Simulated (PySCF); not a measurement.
SMILES O[Si](C)(S[SiH](C)C)O (C3H12O2SSi2) at its GFN2-xTB optimised geometry (Å):

```
20

Si    -0.4536     0.7501    -1.2052
C      1.1687     0.9155    -0.2357
C     -1.1998     2.4484    -1.5937
S     -1.9469    -0.2477     0.0000
Si    -1.2497    -2.2782     0.0000
C     -1.9951    -3.1525     1.5036
O      0.3754    -2.2782     0.0000
O     -1.6479    -3.0187    -1.4031
H     -0.2702    -0.0350    -2.4314
H      1.0332     1.5337     0.6482
H      1.5194    -0.0574     0.0935
H      1.9469     1.3686    -0.8426
H     -0.5068     3.0466    -2.1759
H     -2.1212     2.3576    -2.1592
H     -1.4295     2.9926    -0.6828
H     -1.8641    -4.2280     1.4296
H     -3.0571    -2.9488     1.5912
H     -1.5244    -2.8212     2.4225
H      0.8239    -2.9926    -0.4466
H     -2.5540    -3.0242    -1.6979
```

Calculation: PBE0/def2-SVP (PySCF). Cells within 0.4 Å of a nucleus heavier than hydrogen are left out (blank, or x).

Map of the HOMO−1 amplitude (bohr^(-3/2)) on the plane z = 0.0 Å; orbital energy -7.90 eV, overall sign arbitrary:

```
|5555555555555555555555555555555|
|5555555555555555555555555555555|
|5555555555555555555555555555555|
|5555555555555555555555555555555|
|5555555555555555555555555555555|
|5555555555555555555555555555555|
|5555555555555555555555555555555|
|5555555555555555555555555555555|
|5555555555555555555555555555555|
|5555555555555555555555555555555|
|5555554444455555444555555555555|
|5555444444445554444565555555555|
|555544333334555444xx66555555555|
|555444321134555444xx66555555555|
|5554432100245555445666555555555|
|555443201xx66655555665555555555|
|55544321xxx87665555555555555555|
|5554443347998765555555555555555|
|5555444468998765545555555555555|
|5555555567898755444555555555555|
|5555555567777654334455555555555|
|55555555566xx553x24455555555555|
|55555555445xx55xxx5555555555555|
|55555554444x5556x76555555555555|
|5555555444444556666555555555555|
|5555555544445555666555555555555|
|5555555555555555555555555555555|
|5555555555555555555555555555555|
|5555555555555555555555555555555|
|5555555555555555555555555555555|
|5555555555555555555555555555555|
```
Scale: ten equal steps from -0.172 (start of '0') to 0.151 (end of '9'), in the order '0123456789'; x runs from -5.00 to 5.00, y from -5.00 (bottom) to 5.00 (top).
